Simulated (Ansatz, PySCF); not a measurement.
Molecule: sum formula SnOF$_{2}$ (charge +1, doublet). 
Geometry from a B3LYP-D3(BJ)/def2-TZVP (Ansatz, a program for electronic structure) optimisation:
```
Sn
F 1 1.8570
F 1 1.8570 2 115.74
O 1 1.9449 2 122.13 3 180.00
```
Charge +1, spin multiplicity 2.

Total electronic energies in hartree. Cores are frozen in the correlated levels unless marked. UHF or UKS for open shells. No spin-orbit coupling. The frozen core is the preceding noble-gas configuration, with the filled d and f shells of earlier blocks. Past Kr the def2 sets carry scalar-relativistic core potentials. STO-3G rows are all-electron and non-relativistic. Basis-set limits of correlation are two-point, X^-3; Hartree-Fock from the larger set. [CCSD(T)-MP2]/basis is that difference in the basis named.

```json
[
 {"level": "HF/STO-3G", "program": "Ansatz", "energy (Eh)": "-6232.99433"},
 {"level": "HF/def2-SVP", "program": "Ansatz", "energy (Eh)": "-486.48781"},
 {"level": "HF/def2-SVPD", "program": "Ansatz", "energy (Eh)": "-486.51627"},
 {"level": "HF-D3(BJ)/def2-TZVPD", "program": "PySCF + dftd3", "energy (Eh)": "-486.89421"},
 {"level": "BLYP/def2-TZVPD", "program": "Ansatz", "energy (Eh)": "-488.89311"},
 {"level": "B3LYP-D4/def2-TZVPD", "program": "Ansatz + dftd4", "energy (Eh)": "-489.01870"},
 {"level": "PBE0-D3(BJ)/def2-TZVP", "program": "Ansatz + dftd3", "energy (Eh)": "-488.68228"},
 {"level": "PBE0-D3(BJ)/def2-TZVPD", "program": "Ansatz + dftd3", "energy (Eh)": "-488.68457"},
 {"level": "PBE0/def2-TZVPD", "program": "Ansatz", "energy (Eh)": "-488.68282"},
 {"level": "BHLYP-D3(BJ)/def2-TZVPD", "program": "Ansatz + dftd3", "energy (Eh)": "-488.77010"},
 {"level": "HSE06-D4/def2-TZVPD", "program": "Ansatz + dftd4", "energy (Eh)": "-488.67276"},
 {"level": "LC-wPBE-D3(BJ)/def2-TZVPD", "program": "Ansatz + dftd3", "energy (Eh)": "-488.82273"},
 {"level": "LC-wPBE-D4/def2-TZVPD", "program": "Ansatz + dftd4", "energy (Eh)": "-488.82331"},
 {"level": "B2GP-PLYP-D3(BJ)/def2-TZVPD", "program": "Ansatz + dftd3", "energy (Eh)": "-488.41454"},
 {"level": "B2GP-PLYP-D4/def2-TZVPD", "program": "Ansatz + dftd4", "energy (Eh)": "-488.41325"},
 {"level": "B2PLYP/def2-TZVPD", "program": "Ansatz", "energy (Eh)": "-488.53095"},
 {"level": "RPA@PBE/def2-TZVPP", "program": "Ansatz", "energy (Eh)": "-487.99820"},
 {"level": "RI-MP2/CBS(def2-TZVPPD,def2-QZVPPD)", "program": "Ansatz", "energy (Eh)": "-487.7900"},
 {"level": "SCS-MP2/def2-TZVPP", "program": "Ansatz", "energy (Eh)": "-487.62975"},
 {"level": "SCS-MP2/def2-TZVPPD", "program": "Ansatz", "energy (Eh)": "-487.63772"},
 {"level": "CCSD/def2-TZVPP", "program": "Ansatz", "energy (Eh)": "-487.65474"},
 {"level": "CCSD(T)/def2-SVP", "program": "Ansatz", "energy (Eh)": "-487.10778"},
 {"level": "RI-MP2/CBS(def2-TZVPPD,def2-QZVPPD)+[CCSD(T)-MP2]/def2-TZVPPD", "program": "Ansatz", "energy (Eh)": "-487.8228"}
]
```

Totals of different functionals don't rank their quality; only differences between species are comparable.
